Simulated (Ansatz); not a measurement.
Geometry optimisation, RKS B3LYP/cc-pVDZ (Ansatz).

input.yaml

```yaml
crystal:
  periodic: [false, false, false]
  atoms:
    - { symbol: "N", position_ang: [-1.2236, -0.194, -0.7367] }
    - { symbol: C, position_ang: [-0.3647, -0.816, 0.1806] }
    - { symbol: B, position_ang: [0.7686, 0.1685, 0.6622] }
    - { symbol: O, position_ang: [0.46638, 1.5258, 1.29859] }
    - { symbol: H, position_ang: [-0.7326, 0.1631, -1.6054] }
    - { symbol: H, position_ang: [-1.6813, 0.7114, -0.2867] }
    - { symbol: H, position_ang: [0.1232, -1.6925, -0.3114] }
    - { symbol: H, position_ang: [-0.8952, -1.1517, 1.0572] }
    - { symbol: H, position_ang: [1.96656, -0.07522, 0.43648] }
    - { symbol: H, position_ang: [0.46386, 1.23606, 2.2629] }
basis:
  gaussian: { orbitals: cc-pVDZ }
hamiltonian:
  xc: b3lyp
relax:
  f_tol: 0.015
  max_steps: 40
output:
  orbitals: {}
```

Launched with:

```bash
$ ansatz run input.yaml --threads 1 --pin off --max-ram 2048MiB --backend cpu --events-out ev --progress --plain --runs-dir out
```

Problem. Where does it end, and by what steps?

Solution. The forces met the threshold. After 27 steps the energy has fallen by 1.457 eV; H9 moved furthest, 1.24 Å.

```
step  energy less start (eV)  largest force component (eV/Å)  accepted
   0                  0.0000                           3.801       yes
   1                 -0.5283                           2.098       yes
   2                 -0.6801                           0.826       yes
   3                 -0.7193                           0.331       yes
   4                 -0.7231                           0.243       yes
   5                 -0.7285                           0.242       yes
   6                 -0.7492                           0.382       yes
   7                 -0.8929                           1.941       yes
   8                 -0.9469                           3.032       yes
   9                 -1.0877                           2.218       yes
  10                 -1.3392                           0.402       yes
  11                 -1.2617                           0.659        no
  12                 -1.3492                           0.051       yes
  13                 -1.3495                           0.022       yes
  14                 -1.3496                           0.058       yes
  15                 -1.3499                           0.042       yes
  16                 -1.3505                           0.056       yes
  17                 -1.3480                           0.405        no
  18                 -1.3513                           0.108       yes
  19                 -1.3569                           0.221       yes
  20                 -1.3645                           0.469       yes
  21                 -1.3763                           0.638       yes
  22                 -1.4213                           0.250       yes
  23                 -1.4357                           0.333       yes
  24                 -1.4526                           0.172       yes
  25                 -1.4545                           0.181       yes
  26                 -1.4574                           0.029       yes
  27                 -1.4575                           0.005       yes
```

```xyz
10
Properties=species:S:1:pos:R:3
N -1.368 -0.160 -0.717
C -0.281 -0.819 0.039
B 0.673 0.065 0.925
O 0.458 1.409 0.969
H -0.948 0.558 -1.315
H -1.927 0.388 -0.056
H 0.338 -1.407 -0.669
H -0.725 -1.607 0.682
H 1.584 -0.424 1.563
H 1.088 1.872 1.537
```

Whether the end is a true minimum wasn't checked by a vibrational analysis.

Time of the run: 110 s on 1 thread of Intel(R) Xeon(R) Processor @ 2.70GHz (shared host), peak memory 0.17 GiB.
